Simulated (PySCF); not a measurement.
Isomers C6H8F4:

A. `FC(F)(F)CC1(F)CCC1`
B. `FC(C/C(=C\C)CF)(F)F`
C. `C1[C@](C)(F)C[C@@H]1C(F)(F)F`

Spectrum 1. 13C{1H} NMR (computed): δ 131.9 (C), 86.5 (C), 36.7 (CH2), 29.1 (CH), 25.3 (CH3).

Spectrum 2. 13C{1H} NMR (computed): δ 140.3 (CH), 135.3 (C), 131.6 (C), 88.1 (CH2), 31.6 (CH2), 17.0 (CH3).

Spectrum 3. 13C{1H} NMR (computed): δ 130.9 (C), 90.0 (C), 41.0 (CH2), 35.3 (CH2), 11.8 (CH2).

[PySCF: coordinates at the PBE0-D3(BJ)/def2-SVP level; NMR shieldings at PBE0/pcSseg-1/GIAO; a single conformation; non-relativistic; averaged over atoms made equivalent by symmetry, fast rotation or ring inversion; gas phase]

Shifts are taken against calculated references (same method and geometry level): 13C (σ = 184.41 ppm) vs TMS. Splittings of carbon signals by F and P are missing where no couplings were computed. Shifts are as computed. Against solution values, carbons near 30 ppm lie about +2 ppm off and those near 130 ppm about +5 ppm. Of 1309 compounds with measured shifts, 239 miss one by over three times the rms of a fit or turn the order of signals round; such compounds aren't used in these exercises.

Problem. Which spectrum belongs to which compound?

Solution. 1–C, 2–B, 3–A.

- Spectrum 1 (C): 5 13C signals; δC 131.9 is a CF3 carbon; δC 86.5 is a fully substituted sp3 carbon bonded to F.
- Spectrum 2 (B): 6 13C signals; δC 140.3 is an alkene CH; δC 135.3 is a fully substituted alkene carbon.
- Spectrum 3 (A): 5 13C signals; δC 130.9 is a CF3 carbon; δC 90.0 is a fully substituted sp3 carbon bonded to F.
